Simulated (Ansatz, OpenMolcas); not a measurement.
**Heat of formation of C2F6 (SMILES FC(F)(F)C(F)(F)F) from total energies**

The species is C2F6 (8 atoms), meant as a singlet with charge 0. SMILES: `FC(F)(F)C(F)(F)F`. Geometry: relaxed at PBE0-D4/def2-TZVP.

Total energies at HF/3-21G (OpenMolcas 26.06); the atoms run unrestricted:

| species | state | energy (Eh) |
| --- | --- | --- |
| C2F6 | singlet | -668.742831 |
| F | doublet | -98.845009 |
| C | triplet | -37.481070 |

Harmonic wavenumbers at PBE0-D4/def2-TZVP, in cm⁻¹: 66, 214, 214, 348, 380, 380, 525, 525, 622, 622, 721, 821, 1135, 1254, 1254, 1272, 1272, 1426.

Measured heats of formation of the gaseous atoms at 298.15 K, in kJ/mol: F 79.4, C 716.9. Spin-orbit lowering of the atoms at 298 K (mean of the ground term's levels less their thermal mean, from spectra), in kJ/mol: F 1.29, C 0.02. Take 1 Eh = 2625.50 kJ/mol, 1 cm⁻¹ = 0.0119627 kJ/mol, RT = 2.479 kJ/mol.

Question: Work out the heat of formation of the gas at 298 K.

Answer: 
1. Electronic atomisation energy: 6 × (-98.845009) + 2 × (-37.481070) − (-668.742831) = 0.710637 Eh = 1865.8 kJ/mol.
2. Zero-point energy: half the sum of the wavenumbers, 6525.5 cm⁻¹ = 78.1 kJ/mol.
3. Thermal vibrational enthalpy, Σ hcν̃/(exp(hcν̃/kT) − 1): 10.2 kJ/mol. Translation, rotation and pV of a non-linear molecule: 4 RT = 9.9 kJ/mol.
4. The 8 free atoms carry 5/2 RT each: 49.6 kJ/mol.
5. Spin-orbit coupling lowers the free atoms by 6 × 1.29 + 2 × 0.02 = 7.8 kJ/mol.
6. Atomisation enthalpy at 298 K: 1865.8 − 7.8 − 78.1 − 10.2 − 9.9 + 49.6 = 1809.4 kJ/mol.
7. Sum of the atoms' heats of formation: 1910.2 kJ/mol. Heat of formation: 1910.2 − 1809.4 = +100.8 kJ/mol.

No measured value is set beside it here. Hartree–Fock leaves out correlation, which is larger in the molecule than in the atoms, so it underbinds and puts the heat of formation too high. Anharmonicity and any spin-orbit splitting of the molecule are left out.
